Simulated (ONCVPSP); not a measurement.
# ruthenium (Ru): one change to an ONCV potential, before and after

ONCVPSP 4.0.1 input, shortened (lines: element, Z, core and valence counts, functional; n l f; lmax; l rc ep ncon nbas qcut; lloc lpopt rc5 dvloc0; l nproj debl; icmod fcfact rcfact), PBEsol, scalar-relativistic:

```
  Ru 44.00    6    3  -116133      upf
    1    0    2.00
    2    0    2.00
    2    1    6.00
    3    0    2.00
    3    1    6.00
    3    2   10.00
    4    0    2.00
    4    1    6.00
    4    2    7.00
    2
    0    1.05    0.00    3    6    5.50
    1    1.05    0.00    4    7    6.20
    2    1.40    0.00    4    8    6.90
    4    2    0.75    0.00
    0    2    1.50
    1    2    2.00
    2    2    3.10
    2    0.60    0.85
```

In the s channel the program set the typed energies aside and used -3.076, 0.250 Ha.

All-electron outer shells of the reference configuration (PBEsol, scalar-relativistic, ld1.x):

```json
{"shell": "4s", "level (eV)": "-83.70", "outermost node (bohr)": "0.48", "outermost maximum (bohr)": "0.92"}
{"shell": "4p", "level (eV)": "-53.81", "outermost node (bohr)": "0.49", "outermost maximum (bohr)": "0.98"}
{"shell": "4d", "level (eV)": "-12.55", "outermost node (bohr)": "0.48", "outermost maximum (bohr)": "1.21"}
```

Change: d: rc 1.96.

Cutoffs: the cutoffs (Ha) at which the residual kinetic energy of the hardest occupied pseudo-wave falls to 1 and 0.1 mHa per electron; they do not see the model core or the augmentation charge, which bear on the density cutoff. Errors are all-electron minus pseudo energies relative to the spin-unpolarised reference configuration.

What does the change do?

Of the 4 tests that both files solve, the error grows in 3 and shrinks in 0 by more than 15 % and 0.3 meV (median size 0.7 → 1.8 meV); neither file shows a bound ghost. More of the atom is replaced by a form fitted at one configuration, so other configurations suffer.

```csv
quantity,base,changed
bound ghosts,none,none
GHOST(+) flags under 300 eV,s at 248.9 eV,s at 248.9 eV
"error for 4s2 4p6 4d7 5s1, meV [ΔE -7.30 eV]",+0.7,+1.4
"error for 4s2 4p6 4d6, meV [ΔE 18.18 eV]",-0.2,+2.3
"error for 4s2 4p6 4d5, meV [ΔE 48.79 eV]",+0.9,+22
"error for 4s2 4p6 4d7 5p1, meV [ΔE -3.78 eV]",+0.8,+0.9
s: phases at 1.07 bohr within 0.05 rad from the reference energy up to (Ha; the scan ends near 5),to the end of the scan,to the end of the scan
p: phases at 1.07 bohr within 0.05 rad from the reference energy up to (Ha; the scan ends near 5),to the end of the scan,to the end of the scan
"rms error of d²Exc/dni dnj with the model core, mHa",0.68,0.60
```
